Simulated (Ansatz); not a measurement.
A structure relaxed at PBE-D4/def2-SVP in Ansatz, charge 0, singlet:

Cartesian coordinates in Å:
```
Hg -1.907 -1.029 3.331
Hg 0.913 -2.765 -2.700
Hg 0.989 3.796 -0.630
Se -0.548 1.655 1.616
Se 1.153 0.616 -1.990
Se -0.582 -2.276 0.385
H -3.389 -0.791 2.601
H -0.469 -1.292 4.138
H -0.544 -2.530 -3.481
H 2.390 -3.063 -1.983
H -0.463 4.088 -1.400
H 2.464 3.593 0.125
H -1.719 2.539 1.835
H 0.139 2.219 2.804
H 0.693 1.044 -3.334
H 2.573 0.731 -2.406
H -1.775 -3.099 0.065
H 0.084 -3.436 1.026
```

Give its formula and point group.

Hg3H12Se3. Point group D3h (tolerance 0.1 Å).

Summarise the bond lengths by kind (pairs closer than 1.2 times the sum of covalent radii, bridged metal pairs left out).

6 × H–Hg 1.67 Å; 6 × H–Se 1.48 Å.

In the def2 sets Hg takes a core potential; there is no spin–orbit coupling. In the singlet geometry the species has come apart into loosely held pieces.
